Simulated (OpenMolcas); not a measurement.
# Pt2+: effect of the active space

- Program: OpenMolcas 26.06
- Method: SS-CASPT2 or its RAS form, IPEA 0.25 Eh, imaginary shift 0.1 Eh
- Basis: ANO-RCC-VTZP
- Scalar Hamiltonian: DKH2, point nucleus
- Spin-orbit coupling: state interaction with AMFI integrals over the reference wave functions, term energies averaged over their components

A. 8 electrons in 5 orbitals (5d); 2S+1 = 3 even, 10 roots; 2S+1 = 1 even, 15 roots; closed shells correlated: 5s 5p; CASPT2 step about 8 core-seconds
B. 8 electrons in 6 orbitals (5d 6s); 2S+1 = 5 even, 15 roots; 2S+1 = 3 even, 71 roots (60 in the spin-orbit step); 2S+1 = 1 even, 55 roots; closed shells correlated: 5s 5p; CASPT2 step roughly 40 core-seconds
C. 8 electrons in 9 orbitals (RAS2 5d 6s; RAS3 6p, at most 2 electrons); 2S+1 = 3 even, 90 roots; 2S+1 = 5 even, 15 roots kept (CI in the orbitals of an earlier block); 2S+1 = 1 even, 90 roots kept (CI in the orbitals of an earlier block, 68 in the spin-orbit step); 2S+1 = 3 odd, 87 roots (21 in the spin-orbit step); 2S+1 = 7 odd, 5 roots kept (CI in the orbitals of an earlier block, 0 in the spin-orbit step); 2S+1 = 5 odd, 30 roots kept (CI in the orbitals of an earlier block, 22 in the spin-orbit step); 2S+1 = 1 odd, 61 roots kept (CI in the orbitals of an earlier block, 0 in the spin-orbit step); closed shells correlated: 5s 5p; CASPT2 step of the order of 7 core-minutes
D. 8 electrons in 10 orbitals (5d 6d); 2S+1 = 3 even, 10 roots; 2S+1 = 1 even, 15 roots; closed shells correlated: 5s 5p; CASPT2 step about 10 core-minutes

Energies in eV above 5d⁸ ³F₄, the measured ground level; measured values from NIST levels as listed in McCann et al., Mon. Not. R. Astron. Soc. 538, 537 (2025).

| Level | A | B | C | D | Measured |
| --- | --- | --- | --- | --- | --- |
| 5d⁸ ³F₄ | 0.0000 | 0.0000 | 0.0000 | 0.0000 | 0.0000 |
| 5d⁸ ³F₃ | 1.238 | 1.290 | 1.299 | 1.237 | 1.2091 |
| 5d⁸ ³P₀ | 2.121 | 1.910 | 1.913 | 2.060 | 1.8522 |
| 5d⁸ ³P₁ | 2.407 | 2.111 | 2.119 | 2.381 | 2.0807 |
| 5d⁸ ¹G₄ | 2.830 | 2.695 | 2.729 | 2.848 | 2.6447 |
| 5d⁸ ¹S₀ [50 %] | 6.027 | 5.622 | 5.644 | 6.080 |  |

Deviations, from unrounded energies. A percentage is the sum of absolute deviations over the sum of measured energies, with the sign that they share, or ± where signs differ.

```
                        Against measurement  Levels      A     B     C      D
             mean absolute deviation (cm-1)       4   1600   440   550   1500
      fine structure of the ground term (%)       1   +2.4  +6.7  +7.4   +2.4
other terms of the ground configuration (%)       3  +11.9  +2.1  +2.8  +10.8
```

B lies closest to measurement on these levels and A furthest from it. The largest miss of B in the table is 5d⁸ ³F₃, by +660 cm-1. The ranking rests on the paired levels alone, and a cruder setting can come out closer through cancelling errors.

The two smallest mean deviations differ by little beside CASPT2's spread within terms, so their order carries little weight.

Among A to D the level of the table that moves most is 5d⁸ ¹S₀ [50 %], by 3700 cm-1 (lowest in B, highest in D). Moves below CASPT2's spread within the term are not significant.

Term energies are means over components that CASPT2 splits; among the terms shown or strongly mixed into the levels shown the widest spread is 680 cm-1 (5d⁸ ¹G, A). Configurations with an s electron lie low in 5d ions of this charge, fall among these levels and mix in, so low-spin terms can stand far too high, up to twice their true height, and weights are not those of the real levels (holds for A). Some terms miss by over 15 % even with CASPT2, which points to a basis or an active space too small for the shells correlated (holds for A). Some high roots are left out of the spin-orbit mixing, which shifts the levels that they would mix with (holds for B; C). Terms from blocks run as CI alone lack orbitals of their own (holds for C). Active for correlation alone: 6d; no level in the range computed is led by a configuration that fills it, so any true level of that kind is missing (holds for D). Computed and measured levels are paired by configuration, term and J; levels that our copy of the source lacks, or whose pairing is in doubt (as where it misses far off the trend of its configuration), stay unpaired and out of the deviations. Only configurations of the active space appear. The table leaves out levels that lie high or whose names do not pair safely across all columns.

A share in square brackets marks a mixed level and gives the weight of the term that names it, the lowest over the columns.
